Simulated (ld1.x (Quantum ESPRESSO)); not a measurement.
**An all-electron radial function and its pseudo partner (B (Z = 5))**

Columns: radius, all-electron u(r) and pseudo u(r) of the 2p shell (level -25.27 eV) of boron in the configuration [He] 2s1 2p0; PBEsol, non-relativistic, RRKJ scheme, ld1.x (Quantum ESPRESSO) 7.5.

```tsv
r (bohr)	all-electron	pseudo
0.128	0.0611	0.0231
0.255	0.1836	0.0891
0.382	0.3185	0.1899
0.510	0.4444	0.3146
0.638	0.5507	0.4477
0.765	0.6337	0.5730
0.893	0.6956	0.6796
1.020	0.7378	0.7573
1.148	0.7618	0.8037
1.275	0.7691	0.8196
1.402	0.7621	0.8104
1.530	0.7433	0.7825
1.658	0.7151	0.7428
1.785	0.6804	0.6972
1.912	0.6409	0.6496
2.040	0.5984	0.6019
2.168	0.5545	0.5556
2.295	0.5109	0.5111
2.422	0.4682	0.4683
2.550	0.4268	0.4268
2.678	0.3873	0.3873
2.805	0.3505	0.3505
2.932	0.3161	0.3161
3.060	0.2839	0.2839
3.188	0.2542	0.2542
3.315	0.2272	0.2272
```

Problem. How many radial nodes do the two functions have?

Solution. The all-electron 2p function has n − l − 1 = 0; the pseudo-wave has 0.

Problem. At about which radius was the pseudo-wave matched?

Solution. 2.55 bohr. The columns agree to 0.0005 from 2.29 bohr on; several derivatives are matched, so the curves merge somewhat inside the radius.

Problem. Where does each function peak?

Solution. Outermost all-electron maximum near 1.27 bohr, pseudo maximum near 1.27 bohr (to the table’s step).

Problem. Is the pseudo-wave norm-conserving?

Solution. Yes: the RRKJ scheme keeps the norm inside the radius equal to the all-electron one, which fixes the energy derivative of the logarithmic derivative at the level.
